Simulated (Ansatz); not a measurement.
Mg₂Te₂⁻, that is (MgTe)2 ring with one electron more. Charge -1, multiplicity 2. Geometry PBE-D4/def2-SVP, that of the neutral singlet; atoms count from 1.

```csv
atom,x (Å),y (Å),z (Å)
Mg1,-0.715,1.182,0.256
Te2,1.125,1.047,-1.694
Mg3,0.715,-1.182,-0.256
Te4,-1.125,-1.047,1.694
```

In the def2 sets Te takes a core potential; there is no spin–orbit coupling.

**Question.** Estimate the Mulliken populations from the PBE0/def2-TZVPD orbitals of Ansatz.

**Answer.** 
| atom | charge (e) | spin (α − β) |
| --- | --- | --- |
| Mg1 | 0.23 | 0.51 |
| Te2 | -0.73 | -0.01 |
| Mg3 | 0.23 | 0.51 |
| Te4 | -0.73 | -0.01 |
Mulliken values and Mayer orders depend strongly on the basis. With diffuse functions, as here, like atoms can get unlike values, and bond orders can come out too low or too high.

**Question.** Where does the spin sit?

**Answer.** Summed by element: Mg 1.02, Te -0.02, of 1 unpaired in all. Largest on single atoms: Mg1 0.51, Mg3 0.51, Te2 -0.01.

**Question.** And the Mayer bond orders between bonded heavy atoms (over 0.3)?

**Answer.** Mg1–Te2 0.81 (2.68 Å); Mg1–Mg3 0.34 (2.81 Å); Mg1–Te4 0.81 (2.68 Å); Te2–Mg3 0.81 (2.68 Å); Mg3–Te4 0.81 (2.68 Å).
